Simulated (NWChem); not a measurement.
# AlB2SiH5O (SMILES B[O][Al]1[BH][SiH2]1): name the method

AlB2SiH5O has 10 atoms, charge 0, and is taken as a singlet. SMILES: `B[O][Al]1[BH][SiH2]1`. The coordinates come from a PBE0-D4/def2-TZVP relaxation. This is one conformer, not always the lowest.

```xyz
10

B    -1.2407    1.7888    1.5987
O    -1.2774    0.9028    0.5901
Al   -0.5494   -0.2203   -0.4359
B     0.0220   -1.5736   -1.7805
Si    1.6161   -1.2767   -0.8779
H    -2.2523    2.3596    1.9055
H    -0.2050    1.9979    2.1774
H    -0.3780   -2.2360   -2.6768
H     3.0653   -1.5749   -0.7072
H     1.2825   -0.2190    0.2095
```

A calculation with NWChem 7.3.0 gave:

The total energy is -659.8738 Eh and the dipole moment is 0.84 D. The HOMO energy is -6.10 eV. The LUMO energy is -1.40 eV. The HOMO–LUMO gap is 4.70 eV. The largest force is 0.482 eV/Å.

Problem. Which of these levels gave the numbers?
A. B3LYP/6-31G* (spherical functions)
B. HF/3-21G
C. HF/STO-3G
D. B3LYP/6-31G* (Cartesian functions)

Solution. D. The others give -654.4353 Eh (HF/3-21G), -650.0539 Eh (HF/STO-3G), -659.8684 Eh (B3LYP/6-31G* (spherical functions)).
